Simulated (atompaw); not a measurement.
# Which change was made? (Ce, PAW (atompaw))

cerium (Ce), PAW, made with atompaw 4.2.0.5 (PBE, scalar-relativistic). Core [Kr] 4d10, reference 4f1 5s2 5p6 5d1 6s2 6p0. Waves: 5s (bound): rc 2.30 bohr; 6s (bound): rc 3.00 bohr; 5p (bound): rc 2.60 bohr; 6p (bound, empty): rc 2.90 bohr; 5d (bound): rc 3.00 bohr; 5d channel at 0.4 Ry: rc 3.00 bohr; 4f (bound): rc 1.85 bohr; 4f channel at 0.15 Ry: rc 1.85 bohr. Local part: bessel scheme, radius 2.05 bohr. Core correction: smooth core density matched at 2.65 bohr. Augmentation charge: sinc compensation charge, radius 2.70 bohr; PAW radius 3.00 bohr; waves and projectors: custom polynom gramschmidtortho.

Cutoffs, loose and tight: the cutoffs (Ry, on a coarse ladder) from which the occupation-weighted sum of valence levels, in a spherical-Bessel basis at the reference potential, stays within 10 and 1 mRy of its value at 400 Ry. They see the waves, projectors and local potential, not the compensation charge or the core.

The base gives: outcome: generated; cutoff, loose: 30 Ry; cutoff, tight: 55 Ry; bound ghosts: p.

Question: After one change the result is: outcome: generated; cutoff, loose: 30 Ry; cutoff, tight: 55 Ry; bound ghosts: none. Which change was it?
A. core [Xe], valence charge 4; reference 4f1 5d1 6s0 6p0; waves now 6s (bound): rc 3.00 bohr; 6s channel at 0.05 Ry: rc 3.00 bohr; 6p (bound): rc 3.00 bohr; 6p channel at 4.25 Ry: rc 3.00 bohr; 5d (bound): rc 3.00 bohr; 5d channel at 1.6 Ry: rc 3.00 bohr; 4f (bound): rc 1.10 bohr; 4f channel at 3.65 Ry: rc 1.10 bohr; local potential bessel scheme, radius 2.15 bohr; core correction smooth core density matched at 1.90 bohr; augmentation sinc compensation charge, radius 2.20 bohr; PAW radius 3.00 bohr; waves and projectors: custom polynom gramschmidtortho
B. local potential bessel scheme, radius 1.52 bohr
C. waves 5s (bound); 6s (bound); 5p (bound); 6p (bound); 5d (bound); 5d channel at 0.4 Ry; 4f (bound); 4f channel at 0.15 Ry; augmentation sinc compensation charge, radius 2.70 bohr; PAW radius 3.00 bohr; waves and projectors: bloechl

Answer: B. The others give: waves 5s (bound); 6s (bound); 5p (bound); 6p (bound); 5d (bound); 5d channel at 0.4 Ry; 4f (bound); 4f channel at 0.15 Ry; augmentation sinc compensation charge, radius 2.70 bohr; PAW radius 3.00 bohr; waves and projectors: bloechl → outcome: generated; cutoff, loose: 21 Ry; cutoff, tight: 30 Ry; bound ghosts: none | core [Xe], valence charge 4; reference 4f1 5d1 6s0 6p0; waves now 6s (bound): rc 3.00 bohr; 6s channel at 0.05 Ry: rc 3.00 bohr; 6p (bound): rc 3.00 bohr; 6p channel at 4.25 Ry: rc 3.00 bohr; 5d (bound): rc 3.00 bohr; 5d channel at 1.6 Ry: rc 3.00 bohr; 4f (bound): rc 1.10 bohr; 4f channel at 3.65 Ry: rc 1.10 bohr; local potential bessel scheme, radius 2.15 bohr; core correction smooth core density matched at 1.90 bohr; augmentation sinc compensation charge, radius 2.20 bohr; PAW radius 3.00 bohr; waves and projectors: custom polynom gramschmidtortho → outcome: generated; cutoff, loose: 100 Ry; cutoff, tight: 160 Ry; bound ghosts: s, p.
